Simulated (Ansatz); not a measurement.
A nudged elastic band was laid between two geometries of C2H6BF + H2O (13 atoms, charge 0, multiplicity 1).

Method: RHF/6-31G* (Ansatz 0.2.0).

```yaml
movable_images: 5
climbing_image: yes
spring: 5.0 eV/Å²
optimiser: quadratic models (default)
start_path: through a guess of the saddle point
force_threshold: 0.05 eV/Å
iteration_limit: 60
end_points: relaxed
```

Initial state:

```xyz
13
Properties=species:S:1:pos:R:3
B -0.030 -0.283 -0.086
F -0.092 -0.642 1.205
C 1.400 -0.180 -0.748
H 1.603 -1.098 -1.303
H 1.456 0.633 -1.466
H 2.196 -0.061 -0.019
C -1.404 -0.166 -0.855
H -1.918 -1.127 -0.840
H -2.059 0.544 -0.357
H -1.298 0.140 -1.890
O 0.000 2.193 1.053
H 0.839 2.630 1.107
H -0.093 1.712 1.865
```

Final state:

```xyz
13
Properties=species:S:1:pos:R:3
B 0.293 0.299 -0.249
F -1.917 1.591 2.256
C 1.592 0.017 -1.118
H 1.634 -1.021 -1.438
H 1.558 0.612 -2.031
H 2.529 0.249 -0.616
C -1.151 -0.163 -0.696
H -1.214 -1.251 -0.678
H -1.934 0.226 -0.056
H -1.361 0.133 -1.722
O 0.392 0.971 0.942
H 1.273 1.221 1.184
H -1.093 1.412 1.887
```

(1) What changes between the two ends?

(2) What energy profile does the band end with?

(3) What is the geometry of the highest image?

Answers

(1) Bonds broken: B1–F2, O11–H13. Bonds formed: B1–O11, F2–H13. C2H6BF + H2O becomes C2H7BO + FH.

(2) The run converged. The highest image is number 2 of 0 to 6, 33.5 kcal/mol above the first end and 29.2 kcal/mol above the last; the last end lies 4.3 kcal/mol above the first. Neighbouring images differ by up to 1.4 eV, so the band resolves the path poorly. A vibrational analysis at the climbing image gives one clearly imaginary mode, 1437i cm⁻¹: a first-order saddle point. The orbitals stay closed-shell, which can raise the energy where a bond breaks towards radicals; this wasn't checked here.

```json
{"image": "0", "path coordinate (Å)": "0.00", "energy (kcal/mol)": "0.0", "B1–F2 (Å)": "1.34", "O11–H13 (Å)": "0.95", "B1–O11 (Å)": "2.73"}
{"image": "1", "path coordinate (Å)": "1.04", "energy (kcal/mol)": "1.5", "B1–F2 (Å)": "1.36", "O11–H13 (Å)": "0.95", "B1–O11 (Å)": "2.22"}
{"image": "2", "path coordinate (Å)": "2.09", "energy (kcal/mol)": "33.5", "B1–F2 (Å)": "1.70", "O11–H13 (Å)": "1.21", "B1–O11 (Å)": "1.53"}
{"image": "3", "path coordinate (Å)": "3.29", "energy (kcal/mol)": "7.0", "B1–F2 (Å)": "2.84", "O11–H13 (Å)": "1.88", "B1–O11 (Å)": "1.38"}
{"image": "4", "path coordinate (Å)": "4.49", "energy (kcal/mol)": "5.6", "B1–F2 (Å)": "3.32", "O11–H13 (Å)": "1.84", "B1–O11 (Å)": "1.37"}
{"image": "5", "path coordinate (Å)": "5.68", "energy (kcal/mol)": "4.6", "B1–F2 (Å)": "3.51", "O11–H13 (Å)": "1.81", "B1–O11 (Å)": "1.37"}
{"image": "6", "path coordinate (Å)": "6.88", "energy (kcal/mol)": "4.3", "B1–F2 (Å)": "3.58", "O11–H13 (Å)": "1.81", "B1–O11 (Å)": "1.37"}
```

(3) 
```xyz
13
Properties=species:S:1:pos:R:3
B -0.019 0.369 -0.051
F -0.147 -0.206 1.548
C 1.397 -0.067 -0.623
H 1.423 -1.131 -0.840
H 1.606 0.450 -1.559
H 2.219 0.143 0.059
C -1.384 0.039 -0.778
H -1.487 -1.026 -0.970
H -2.248 0.359 -0.203
H -1.429 0.544 -1.742
O -0.029 1.733 0.646
H 0.818 2.162 0.640
H -0.117 0.926 1.542
```

Run time: 2.5 min on 1 thread of Arm Neoverse V2, with other jobs on the host, peak memory 0.17 GiB.
